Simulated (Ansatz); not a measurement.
Geometry optimisation, RKS B3LYP/def2-mTZVP (Ansatz).

input.yaml

```yaml
crystal:
  periodic: [false, false, false]
  atoms:
    - { symbol: Sb, position_ang: [-0.7592, -1.038, -0.5291] }
    - { symbol: Te, position_ang: [0.1588, 1.5741, -1.0154] }
    - { symbol: H, position_ang: [-2.40188, -0.56569, -0.98376] }
    - { symbol: H, position_ang: [-0.27945, -1.5343, -2.15134] }
    - { symbol: H, position_ang: [1.0336, 1.5218, 0.4697] }
basis:
  gaussian: { orbitals: def2-mTZVP }
hamiltonian:
  xc: b3lyp
relax:
  f_tol: 0.015
  max_steps: 40
```

Command:

```bash
$ ansatz run input.yaml --threads 1 --pin off --max-ram 2048MiB --backend cpu --events-out ev --progress --plain --runs-dir out
```

Question: Where does it end, and by what steps?

Answer: The run converged. After 4 steps the energy has fallen by 0.071 eV; H4 moved furthest, 0.10 Å.

| step | energy less start (eV) | largest force component (eV/Å) | accepted |
| --- | --- | --- | --- |
| 0 | 0.0000 | 0.720 | yes |
| 1 | -0.0142 | 0.720 | yes |
| 2 | -0.0698 | 0.074 | yes |
| 3 | -0.0704 | 0.031 | yes |
| 4 | -0.0706 | 0.004 | yes |

```xyz
5
Properties=species:S:1:pos:R:3
Sb -0.749 -1.017 -0.536
Te 0.202 1.600 -0.980
H -2.355 -0.633 -1.031
H -0.380 -1.546 -2.135
H 1.034 1.554 0.472
```

Whether the end is a true minimum wasn't checked by a vibrational analysis.

The run took 15 s on 1 thread of Intel(R) Xeon(R) 6975P-C (Granite Rapids) (shared host), peak memory 0.19 GiB.
